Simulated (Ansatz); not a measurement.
SnH3(nBu) (C4H12Sn): single points at one geometry.

```yaml
crystal:
  periodic: [false, false, false]
  atoms:
    - {symbol: Sn, position_ang: [1.381252, 1.938904, 1.623933]}
    - {symbol: H, position_ang: [1.376185, 1.957134, 3.355414]}
    - {symbol: H, position_ang: [3.021521, 1.972897, 1.067244]}
    - {symbol: H, position_ang: [0.574064, 3.358443, 1.046176]}
    - {symbol: C, position_ang: [0.382082, 0.154939, 0.864442]}
    - {symbol: C, position_ang: [0.356010, 0.072212, -0.666057]}
    - {symbol: C, position_ang: [-0.301573, -1.205094, -1.219335]}
    - {symbol: C, position_ang: [-1.793134, -1.339177, -0.905640]}
    - {symbol: H, position_ang: [0.909041, -0.720003, 1.302049]}
    - {symbol: H, position_ang: [-0.640855, 0.159566, 1.294820]}
    - {symbol: H, position_ang: [-0.174732, 0.958559, -1.082707]}
    - {symbol: H, position_ang: [1.394301, 0.133367, -1.059942]}
    - {symbol: H, position_ang: [-0.155817, -1.226684, -2.321541]}
    - {symbol: H, position_ang: [0.244985, -2.091530, -0.825722]}
    - {symbol: H, position_ang: [-2.222240, -2.253772, -1.362390]}
    - {symbol: H, position_ang: [-1.985169, -1.398387, 0.185447]}
    - {symbol: H, position_ang: [-2.365931, -0.471373, -1.296150]}
basis:
  gaussian: {orbitals: def2-TZVP, initial_orbitals: start.molden}
hamiltonian: {xc: r2scan, dispersion: d4}
scf: {omitted_lower_state_checks: [starts]}
output: {forces: true, orbitals: {seedname: orbitals}}
```

The file start.molden holds the orbitals of an earlier run on this structure, at another level or in another basis.

```sh
$ ansatz run in.yaml --threads 4 --pin off --events-out ev --progress --plain --max-ram 4787MiB
```

Output, abridged:

```
Functional definition: r2SCAN
1636 factors; their error is unknown
mean field evaluation 1: about -10175.6991 eV, gradient 5.6e0 eV
mean field evaluation 2: about -10175.7468 eV, gradient 4.7e-2 eV
mean field evaluation 4: about -10175.7016 eV, gradient 4.7e-4 eV
mean field -10175.70160275 eV, -373.9501365627 hartree, gradient 2.2e-5 eV, S^2 0.000000; 0 other end points of the search recorded, 0 dependent functions left out
reference -10175.70162179 eV, -373.9501372623 hartree; 29, 29 occupied and 217, 217 virtual orbitals, 1636 factors
Total energy: -10175.79331476 eV, -373.9535069170 hartree
Atom 0 at     1.381252     1.938904     1.623933 Å, force    -0.010286    -0.025972    -0.043542 eV/Å
Atom 1 at     1.376185     1.957134     3.355414 Å, force    -0.001191    -0.006095    -0.285913 eV/Å
Atom 2 at     3.021521     1.972897     1.067244 Å, force    -0.268204    -0.005942     0.089009 eV/Å
Atom 3 at     0.574064     3.358443     1.046176 Å, force     0.129952    -0.232398     0.092052 eV/Å
Atom 4 at     0.382082     0.154939     0.864442 Å, force    -0.118824    -0.173456     0.340236 eV/Å
Atom 5 at     0.356010     0.072212    -0.666057 Å, force     0.119098     0.304697    -0.238723 eV/Å
Atom 6 at    -0.301573    -1.205094    -1.219335 Å, force     0.234088    -0.298778    -0.205527 eV/Å
Atom 7 at    -1.793134    -1.339177    -0.905640 Å, force    -0.375060     0.003159     0.122943 eV/Å
Atom 8 at     0.909041    -0.720003     1.302049 Å, force    -0.236679     0.381042    -0.223143 eV/Å
Atom 9 at    -0.640855     0.159566     1.294820 Å, force     0.466205    -0.000068    -0.226379 eV/Å
Atom 10 at    -0.174732     0.958559    -1.082707 Å, force     0.209347    -0.395213     0.197356 eV/Å
Atom 11 at     1.394301     0.133367    -1.059942 Å, force    -0.451788    -0.048983     0.184716 eV/Å
Atom 12 at    -0.155817    -1.226684    -2.321541 Å, force    -0.080952     0.031232     0.486306 eV/Å
Atom 13 at     0.244985    -2.091530    -0.825722 Å, force    -0.252547     0.401808    -0.146165 eV/Å
Atom 14 at    -2.222240    -2.253772    -1.362390 Å, force     0.229389     0.425319     0.199739 eV/Å
Atom 15 at    -1.985169    -1.398387     0.185447 Å, force     0.118603     0.026119    -0.513544 eV/Å
Atom 16 at    -2.365931    -0.471373    -1.296150 Å, force     0.288850    -0.386470     0.170579 eV/Å
Dipole moment:    -0.092012    -0.179206    -0.092514 e Å
Checks for a lower state left out: starts
```

It took 6.5 s on 4 threads of Intel Xeon on a shared host.

Geometry: PBE-D4/def2-SVP.

In the def2 sets Sn takes a core potential; there is no spin–orbit coupling.
